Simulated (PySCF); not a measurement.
## Two-photon absorption: m-toluic acid (Cc1cccc(C(=O)O)c1, C₈H₈O₂)

Geometry:
```tsv
atom	x (Å)	y (Å)	z (Å)
C1	2.497	-0.945	-0.271
C2	1.252	-0.141	-0.032
C3	1.335	1.189	0.402
C4	0.190	1.948	0.631
C5	-1.068	1.390	0.429
C6	-1.170	0.066	-0.004
C7	-2.530	-0.496	-0.208
O8	-3.556	0.108	-0.022
O9	-2.516	-1.770	-0.630
C10	-0.015	-0.690	-0.232
H11	3.146	-0.463	-1.019
H12	2.260	-1.956	-0.630
H13	3.089	-1.046	0.653
H14	2.320	1.638	0.564
H15	0.281	2.983	0.970
H16	-1.985	1.958	0.599
H17	-3.444	-2.029	-0.728
H18	-0.116	-1.723	-0.571
```

Theory: TDDFT CAM-B3LYP/aug-cc-pVDZ excited states, vertical, gas phase (PySCF 2.14.0). Geometry: PBE0-D3(BJ)/def2-SVP.

(1) Give the one- and two-photon strengths of the lowest singlets.

Results:

(1) δ for parallel linear polarisation; σ at the peak of a Lorentzian of half width 0.1 eV, single beam; Ω is circular over linear.
| state | E (eV) | f | photon λ (nm) | δ (au) | σ (GM) | Ω | main |
| --- | --- | --- | --- | --- | --- | --- | --- |
| S1 | 4.95 | 0.033 | 501 | 17.1 | 0.15 | 1.47 | HOMO→LUMO 0.69, HOMO−1→LUMO 0.11 |
| S2 | 5.22 | 0.000 | 475 | 0.11 | 0.00 | 1.50 | HOMO−2→LUMO 0.85 |
| S3 | 5.51 | 0.162 | 450 | 84.8 | 0.94 | 1.06 | HOMO−1→LUMO 0.66, HOMO→LUMO 0.17 |
| S4 | 6.44 | 0.001 | 385 | 6.5 | 0.10 | 1.50 | HOMO→LUMO+1 0.84 |
| S5 | 6.55 | 0.601 | 378 | 55.7 | 0.88 | 0.50 | HOMO→LUMO+3 0.58, HOMO−1→LUMO 0.19 |
| S6 | 6.67 | 0.377 | 372 | 17.2 | 0.28 | 0.98 | HOMO−1→LUMO+3 0.67, HOMO→LUMO+3 0.11 |

Among these, the strongest one-photon state is S5, the strongest two-photon state S3, with a dipole change of 1.7 D (relaxed, norm of the difference vector).
